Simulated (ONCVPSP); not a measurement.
**Configuration tests for sulfur (ONCV)**

* Element: sulfur
* Generator: ONCVPSP 4.0.1
* Type: optimised norm-conserving Vanderbilt (ONCV)
* Functional: LDA (Perdew-Wang 92)
* Relativity: scalar-relativistic
* Frozen core: [Ne]
* Valence charge: 6
* Reference configuration: 3s2 3p4
* Partial waves: 3s: rc 1.35 bohr, ncon 4, nbas 8, qcut 4 1/bohr, 1 projector; 3p: rc 1.50 bohr, ncon 4, nbas 7, qcut 5.1 1/bohr, 3 projectors, debl 1.9 Ha; d scattering state at 0.04 Ha: rc 1.40 bohr, ncon 5, nbas 9, qcut 6.8 1/bohr, 2 projectors, debl 0.9 Ha
* Local potential: polynomial inside 1.00 bohr (lpopt 4, dvloc0 4 Ha)
* Core correction: Teter function fitted to the true core (icmod 2), fcfact 0.45

Energies are relative to the spin-unpolarised reference configuration 3s2 3p4; without spin polarisation the order of configurations can differ from experiment.

```json
{"valence configuration": "3s2 3p3", "charge": "+1", "ΔE all-electron (eV)": "11.858", "error AE − PS (meV)": "+2.4"}
{"valence configuration": "3s2 3p2", "charge": "+2", "ΔE all-electron (eV)": "34.228", "error AE − PS (meV)": "+23"}
```

Question: What are ΔE and the potential's error for 3s2 3p1?

Answer: ΔE = 68.382 eV all-electron; the error (AE − PS) is +95 meV.

Question: What are ΔE and the potential's error for 3s0 3p6?

Answer: ΔE = 20.610 eV all-electron; the error (AE − PS) is -4.3 meV.

Levels in the configuration 3s0 3p6:

| level | all-electron (eV) | pseudo (eV) |
| --- | --- | --- |
| 3p | -8.153 | -8.152 |

Note: ghosts flagged at negative energy: p at -689.3 eV; no localised positive-energy state flagged. A true bound ghost makes a file unfit for plane-wave use.
